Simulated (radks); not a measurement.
Species: Er. Configuration: [Xe] 4f12 6s1 7d1 (not the ground configuration). All-electron calculation, scalar-relativistic Kohn-Sham, LDA (Slater exchange, Perdew-Wang correlation), spin-polarised, spherical densities, point nucleus; open shells are filled with parallel spins first (spin-orbit coupling, left out, can overturn this in heavy ions). Program: a radial shooting solver on a logarithmic mesh with Libxc functionals.

Radial electron density D(r) = 4 pi r^2 rho(r):

r (bohr)  D(r) (e/bohr)  spin D(r)
0.001829          13.54   0.000607
0.002198          17.72   0.000789
0.002621          22.69    0.00100
0.00315           29.05    0.00126
0.003787          36.64    0.00157
0.004516          45.02    0.00188
0.005428          54.71    0.00221
0.006524          64.87    0.00250
0.00778           74.32    0.00269
0.009352          82.88    0.00270
0.01124           88.95    0.00247
0.0134            91.53    0.00196
0.01611           90.56    0.00115
0.01921           86.94   0.000278
0.02309           82.63  -0.000431
0.02776           81.18  -0.000481
0.0331            85.38   0.000439
0.03979           96.34    0.00238
0.04782           110.6    0.00453
0.05703           120.7    0.00557
0.06855           121.0    0.00498
0.0824            110.2    0.00526
0.09825           97.39     0.0142
0.1181            92.94     0.0472
0.1408            100.5      0.121
0.1693            109.3      0.267
0.2035            102.5      0.521
0.2426            79.72      0.898
0.2916            56.38       1.44
0.3506            50.47       2.03
0.418             57.09       2.48
0.5025            59.35       2.64
0.5992            49.51       2.48
0.7202            33.81       2.10
0.8657            21.95       1.62
1.032             15.93       1.14
1.241             12.11      0.673
1.492             8.480      0.332
1.779             5.169      0.199
2.138             2.629      0.235
2.57              1.250      0.335
3.064            0.6744      0.380
3.683            0.4028      0.329
4.392            0.2389      0.221
5.279            0.1213      0.118
6.346           0.06100     0.0603
7.567           0.03757     0.0375
9.096           0.02106     0.0210
10.93          0.005099    0.00510
13.04         0.0004787   0.000479
15.67           0.01832     0.0183
18.84           0.05742     0.0574
22.46           0.07546     0.0755
27              0.04503     0.0450
32.19           0.01216     0.0122
38.7           0.001320    0.00132

D(r) has 5 maxima, at r = 0.0140, 0.0628, 0.175, 0.475, 21.9 bohr, and minima at 0.0269, 0.114, 0.337 bohr, inside which lie 1.93, 11.13, 29.55 electrons.
